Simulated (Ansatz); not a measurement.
Two structures of BH2OF3, closed shell, reached by relaxing down either side of one saddle point (PBE0-D4/def2-TZVP). Energies are electronic, without zero-point energy. Computed with Ansatz 0.2.0 (basis: def2-TZVPP and def2-QZVPP); correlated methods freeze the cores. Extrapolation: Hartree–Fock as exp(−7.88 √X), correlation as X^−2.97. First:

| atom | x (Å) | y (Å) | z (Å) |
| --- | --- | --- | --- |
| B1 | -0.4283 | -0.6138 | -0.0629 |
| F2 | -1.3133 | -0.0342 | -0.9046 |
| F3 | 0.2278 | -1.6831 | -0.5262 |
| F4 | -0.7712 | -0.6329 | 1.2448 |
| H5 | 0.5432 | 1.3678 | -0.5888 |
| O6 | 0.8317 | 0.6338 | -0.0331 |
| H7 | 0.9100 | 0.9622 | 0.8708 |

Second:

B1  (0.157, -0.932, 0.618)
F2  (-0.614, 1.604, -2.051)
F3  (-0.195, -1.866, -0.233)
F4  (0.556, -1.268, 1.831)
H5  (-0.383, 1.104, -1.299)
O6  (0.103, 0.366, 0.229)
H7  (0.376, 0.993, 0.905)
(Å)

(1) Which bonds change from the first to the second?

(2) Give the saddle point's structure and its height above each. (To be estimated.)

The T1 diagnostic stays at or below 0.012.

Answers

(1) BF₃ ([F][B]([F])[F]) + H₂O → BHOF₂ ([OH][B]([F])[F]) + HF; bonds formed: F2–H5; dative contacts that become bonds: B1–O6; bonds broken: B1–F2, H5–O6.

(2) The calculation gives: 1.168 eV above the first and 0.939 eV above the second (CCSD(T) at an estimated basis limit (MP2 extrapolated from triple and quadruple zeta, plus CCSD(T) − MP2 in triple zeta)).
| atom | x (Å) | y (Å) | z (Å) |
| --- | --- | --- | --- |
| B1 | -0.1390 | -0.5501 | 0.0843 |
| F2 | -1.0107 | 0.3826 | -0.9670 |
| F3 | 0.1908 | -1.6650 | -0.5507 |
| F4 | -0.8155 | -0.6339 | 1.2319 |
| H5 | -0.0731 | 0.9282 | -0.7058 |
| O6 | 0.8843 | 0.5345 | 0.0352 |
| H7 | 0.9631 | 1.0034 | 0.8721 |

The step is the kind of ligand exchange by which a precursor binds to a hydroxyl group, or is hydrolysed, in atomic layer deposition of oxides.

Labels in which every atom is bracketed show which atoms are joined, not bond orders.

For scale, one of the runs: CCSD(T)/def2-TZVPP, 183 basis functions, launched by `ansatz run in.yaml --threads 4 --pin off --events-out ev --progress --plain --max-ram 9574MiB`. The run took 45 s on 4 CPU threads of an Arm Neoverse V2 (shared host), with 2.1 GiB of host memory at its peak.
